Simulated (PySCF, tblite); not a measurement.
Isomers of C5H10O4S. Method: GFN2-xTB as coded in tblite; computed harmonic values from a numerical Hessian at the method's own geometry, unscaled. Errors from tens to a few hundred cm⁻¹ against measured bands are possible. One conformer each.

Electronic energies: PBE0/pcSseg-1 single points on the GFN2-xTB geometries (PySCF, gas phase).

| SMILES | electronic energy, lowest = 0 (kJ/mol) |
| --- | --- |
| COCO[C@H]1CCS1(=O)=O | 182.2 |
| CCS(=O)(=O)[C@@H](C)C(=O)O | 0.0 |
| CCS(=O)(=O)[C@H](C)OC=O | 53.8 |

Q: How do GFN2-xTB zero-point energies change the relative energies?

A: 
| SMILES | ZPE (kJ/mol) | of it from modes above 1550 cm⁻¹ | electronic (kJ/mol) | with ZPE, lowest = 0 (kJ/mol) | lowest mode (cm⁻¹) | rings |
| --- | --- | --- | --- | --- | --- | --- |
| CCS(=O)(=O)[C@@H](C)C(=O)O | 400.2 | 194.5 | 0.0 | 0.0 | 53 | 0 |
| CCS(=O)(=O)[C@H](C)OC=O | 397.5 | 190.9 | 53.8 | 51.1 | 18i | 0 |
| COCO[C@H]1CCS1(=O)=O | 402.2 | 178.5 | 182.2 | 184.3 | 43 | 1 |

The zero-point energies span 4.7 kJ/mol, from `CCS(=O)(=O)[C@H](C)OC=O` to `COCO[C@H]1CCS1(=O)=O`. Slightly imaginary modes are left out of the zero-point energy: `CCS(=O)(=O)[C@H](C)OC=O` 18.1i cm⁻¹. The order is unchanged.

Q: And how do the electronic energies of GFN2-xTB itself compare?

A: `CCS(=O)(=O)[C@@H](C)C(=O)O` 0.0; `CCS(=O)(=O)[C@H](C)OC=O` 44.8; `COCO[C@H]1CCS1(=O)=O` 95.6 kJ/mol, lowest = 0. Against the energies above, taken from the same isomer `CCS(=O)(=O)[C@@H](C)C(=O)O`, the largest difference is 86.6 kJ/mol.
